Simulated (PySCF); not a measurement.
## Correlation energy of Al (aluminium, neutral)

[Ne] 3s2 3p1, 2P determinant. Calculation: PySCF 2.14, in x2c-TZVPPall with one added diffuse shell each of s, p, d type (6s6p4d1f, 51 functions); scalar relativity by spin-free X2C-1e. Frozen: 1s2; 11 electrons correlated.

```csv
level,correlation energy (mhartree)
CCSD,-201.80
(T),-3.21
CCSD(T),-205.01
```

Diagnostics: T1 = 0.011, D1 = 0.0454, largest double amplitude 0.055.

Cost of the coupled-cluster step: about 8 core-seconds, for 11 correlated electrons.

Iterations:

```
CC2 = 0
CCSD nocc = (np.int64(6), np.int64(5)), nmo = (50, 50)
frozen orbitals [[0], [0]]
max_cycle = 100
direct = 0
conv_tol = 1e-08
conv_tol_normt = 1e-06
diis_space = 8
diis_start_cycle = 0
Init t2, MP2 energy = -0.187021124911667
Init E_corr(UCCSD) = -0.187021124912016
cycle = 1  E_corr(UCCSD) = -0.195597171244076  dE = -0.00857604633  norm(t1,t2) = 0.058709
cycle = 2  E_corr(UCCSD) = -0.199424775760907  dE = -0.00382760452  norm(t1,t2) = 0.0257369
cycle = 3  E_corr(UCCSD) = -0.201790393911424  dE = -0.00236561815  norm(t1,t2) = 0.0128584
cycle = 4  E_corr(UCCSD) = -0.201813213127475  dE = -2.28192161e-05  norm(t1,t2) = 0.00208727
cycle = 5  E_corr(UCCSD) = -0.201790926932707  dE = 2.22861948e-05  norm(t1,t2) = 0.000456196
cycle = 6  E_corr(UCCSD) = -0.201803488108458  dE = -1.25611758e-05  norm(t1,t2) = 0.000135595
cycle = 7  E_corr(UCCSD) = -0.201801770449864  dE = 1.71765859e-06  norm(t1,t2) = 3.49964e-05
cycle = 8  E_corr(UCCSD) = -0.201801994613607  dE = -2.24163744e-07  norm(t1,t2) = 1.03543e-05
cycle = 9  E_corr(UCCSD) = -0.201802037585481  dE = -4.29718738e-08  norm(t1,t2) = 2.63609e-06
cycle = 10  E_corr(UCCSD) = -0.201802005985959  dE = 3.15995218e-08  norm(t1,t2) = 6.06535e-07
cycle = 11  E_corr(UCCSD) = -0.201802002665374  dE = 3.32058561e-09  norm(t1,t2) = 2.14058e-07
UCCSD converged
E(UCCSD) = -242.5120480158386  E_corr = -0.2018020026653736
UCCSD(T) correction = -0.00321087274453169
```

This basis was not built for core-valence correlation, so the inner-shell part is incomplete.
